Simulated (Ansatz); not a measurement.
Input for Ansatz (a quantum-chemistry and plane-wave program): U-CCSD(T)/def2-TZVPP on ClGeH3 (SMILES [Cl][GeH3]), a point of a bond scan (R = 3.066 Å). The run froze 19 orbitals, filled d shells among them.

Ansatz 0.2 input:
```yaml
crystal:
  periodic: [false, false, false]
  atoms:
    - {symbol: Ge, position_ang: [-0.68437382, 0.03163627, 0.00355747]}
    - {symbol: Cl, position_ang: [1.48817264, -0.06879314, -0.00773572]}
    - {symbol: H, position_ang: [-1.45479632, 2.90174861, -0.75101693]}
    - {symbol: H, position_ang: [-1.14315274, -0.32666519, 1.42174700]}
    - {symbol: H, position_ang: [-1.18623477, -0.98290436, -1.03034895]}
basis:
  gaussian:
    orbitals: def2-TZVPP
correlation: {method: ccsd_t, electrons: outside_noble_gas}
scf: {omitted_lower_state_checks: [cluster_reference]}
magnetization: {spin_polarized: true, initial_magnetization: 0}
```

Q: What total energy does the run end on?

A: -2536.8994 hartree (reference determinant -2536.5560, T1 diagnostic 0.032). Its determinant has ⟨S²⟩ = 0.92, a mixture of spin states.

Q: How many basis functions does it have, and what does it roughly cost on one machine?

A: 132 functions; very roughly 20 core-seconds.
